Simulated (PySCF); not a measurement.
Parent: `[CH3:1][B:2]([OH:3])[OH:4]` with C1–B2–O3–H -2°, C1–B2–O4–H 2°, CH5BO2.

Computed with PySCF, PBE0-D3(BJ)/def2-SVP geometry optimisation, gas phase. One conformer each, not checked by frequencies here.

```csv
coordinate of the parent,value
C1–B2,1.587 Å
B2–O3,1.362 Å
B2–O4,1.362 Å
C1–B2–O3,122.6°
C1–B2–O4,122.5°
O3–B2–O4,114.8°
```

How does the shared frame change in `[CH2:1]=[CH:2][CH2:3][B:4]([OH:5])[OH:6]` with C1–C2–C3–B4 -110°, C2–C3–B4–O5 -70°, C3–B4–O5–H 177°, C3–B4–O6–H -178°, C3H7BO2? Atoms pair as C1 = C3, B2 = B4, O3 = O5, O4 = O6 (parent first).

```
  parent  relative  value in the relative  change
   C1–B2     C3–B4                1.580 Å  -0.007
   B2–O3     B4–O5                1.366 Å  +0.004
   B2–O4     B4–O6                1.364 Å  +0.002
C1–B2–O3  C3–B4–O5                 117.8°    -4.8
C1–B2–O4  C3–B4–O6                 118.4°    -4.1
O3–B2–O4  O5–B4–O6                 123.8°    +9.0
```

Of the parent's bonds, C1–B2 changes most (-0.007 Å). Bonds of the relative outside the shared frame: C1=C2 1.335, C2–C3 1.497 Å. Point group Cs → C1.
